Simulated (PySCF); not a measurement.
Spiro[2.4]heptane, C7H12.
Z-matrix (Å and degrees, PBE0-D3(BJ)/def2-SVP geometry), rows numbered from 1:
```
C 
C   1  1.5276
C   2  1.5292  1  103.16
C   3  1.5310  2  104.46  1   -33.97
C   1  1.5295  2  103.20  3    42.10
C   4  1.5006  3  120.33  2   157.91
C   6  1.5004  4   60.00  3   110.98
H   1  1.1005  2  113.59  3   165.09
H   1  1.1035  2  109.51  3   -75.07
H   2  1.1005  1  113.59  3   122.97
H   2  1.1035  1  109.54  3  -117.15
H   3  1.1009  2  113.18  1  -156.85
H   3  1.1035  2  109.67  1    83.71
H   5  1.1009  1  113.14  2  -156.51
H   5  1.1034  1  109.69  2    84.07
H   6  1.0944  4  117.82  7  -108.09
H   6  1.0942  4  118.11  7   108.10
H   7  1.0942  4  118.12  6   108.11
H   7  1.0945  4  117.80  6  -108.10
```

All values: PBE0/pcSseg-1 and B3LYP/def2-SVPD (PySCF, non-relativistic), on one gas-phase PBE0-D3(BJ)/def2-SVP geometry that isn't relaxed in the solvent. The solvent is an IEF-PCM continuum (Bondi radii, 1.10 Å for H, scaled by 1.2). The model holds no explicit solvent molecules, cavitation or dispersion.

Gas phase at PBE0/pcSseg-1: HOMO -7.48 eV, LUMO 1.53 eV, dipole 0.26 D.

**Question.** What does the continuum do to the energy, the frontier levels and the dipole at PBE0/pcSseg-1 in chloroform and tetrahydrofuran?

**Answer.** 
| solvent | ε | E(solvent) − E(gas) (kcal/mol) | polarisation term (kcal/mol) | distortion of the solute (kcal/mol) | HOMO (eV) | LUMO (eV) | dipole (D) |
| --- | --- | --- | --- | --- | --- | --- | --- |
| chloroform | 4.711 | -0.77 | -0.79 | 0.02 | -7.42 | 1.63 | 0.31 |
| tetrahydrofuran | 7.426 | -0.89 | -0.92 | 0.03 | -7.42 | 1.64 | 0.31 |

Polarisation term: ½ Σ q·V over the induced surface charges. Distortion: the rise of the solute's own energy as its density leaves the gas-phase optimum. From chloroform to tetrahydrofuran the lowering changes by a factor 1.15, Onsager's factor (ε − 1)/(2ε + 1) by 1.14 and ε itself by 1.6.

**Question.** Which IAO charges (PBE0/pcSseg-1) respond most in chloroform (means over atoms taken as equivalent)?

**Answer.** 
```tsv
atoms	environment	gas (e)	solvent (e)	change
C6/C7	three-membered-ring carbon	-0.289	-0.295	-0.006
H16/H17/H18/H19	methylene hydrogen	+0.139	+0.141	+0.002
C1/C2	ring CH2 carbon	-0.252	-0.254	-0.002
C3/C5	ring CH2 carbon	-0.258	-0.260	-0.002
H12/H13/H14/H15	methylene hydrogen	+0.129	+0.130	+0.001
H8/H9/H10/H11	methylene hydrogen	+0.129	+0.130	+0.001
```

Gas phase at B3LYP/def2-SVPD: HOMO -7.28 eV, LUMO 0.55 eV, dipole 0.24 D.

**Question.** What does the continuum do to the energy, the frontier levels and the dipole at B3LYP/def2-SVPD in chloroform and tetrahydrofuran?

**Answer.** 
```tsv
solvent	ε	E(solvent) − E(gas) (kcal/mol)	polarisation term (kcal/mol)	distortion of the solute (kcal/mol)	HOMO (eV)	LUMO (eV)	dipole (D)
chloroform	4.711	-0.69	-0.72	0.03	-7.20	0.66	0.29
tetrahydrofuran	7.426	-0.79	-0.83	0.04	-7.19	0.67	0.30
```

**Question.** How does the static polarisability (B3LYP/def2-SVPD, frozen core, with the continuum's full static response) change?

**Answer.** 
```json
{"medium": "gas", "isotropic (au)": "79.5", "principal values (au)": "72.9, 76.9, 88.7", "⟨r²⟩ of the electrons (bohr²)": "768.6"}
{"medium": "chloroform", "isotropic (au)": "99.3", "principal values (au)": "93.3, 96.4, 108.1", "⟨r²⟩ of the electrons (bohr²)": "768.6"}
{"medium": "tetrahydrofuran", "isotropic (au)": "102.9", "principal values (au)": "97.5, 100.0, 111.2", "⟨r²⟩ of the electrons (bohr²)": "768.6"}
```

The isotropic value in tetrahydrofuran is 1.30 times the gas-phase one; no cavity-field correction is applied. ⟨r²⟩ is taken about the centre of nuclear charge.

Cost: about 70 s of CPU time on one thread; the machine was shared, so the figure is rough. This is the whole shielding run at PBE0/pcSseg-1 in tetrahydrofuran, SCF included.
